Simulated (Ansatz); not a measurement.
CH$_{7}$GeNO, SMILES `NC[O][GeH3]`. Total charge 0; spin multiplicity 1. Correlated methods include outer-core shells of Ge, which these sets cover unevenly. Scalar relativity is left out up to krypton.

Cartesian coordinates in Å:
```
N 1.690 -1.297 -0.317
C 0.843 -0.292 0.223
O -0.393 -0.205 -0.472
Ge -1.588 1.002 0.065
H 1.897 -1.107 -1.289
H 1.245 -2.205 -0.267
H 1.369 0.671 0.170
H 0.661 -0.523 1.281
H -0.971 2.411 -0.045
H -1.974 0.717 1.530
H -2.779 0.828 -0.881
```

(1) Give the diagnostics of a CCSD(T)/def2-TZVPP run (frozen core, the Gaussian-basis code of Ansatz). (An estimate is asked.)

Answers

(1) Ansatz gave: T1 = 0.0118, largest single amplitude 0.016, largest double 0.017, (T) share of the correlation energy 3.5 %, 9 CCSD cycles. The RHF solution is stable towards an unrestricted one. T1 lies under the customary mark of 0.02 for closed shells.
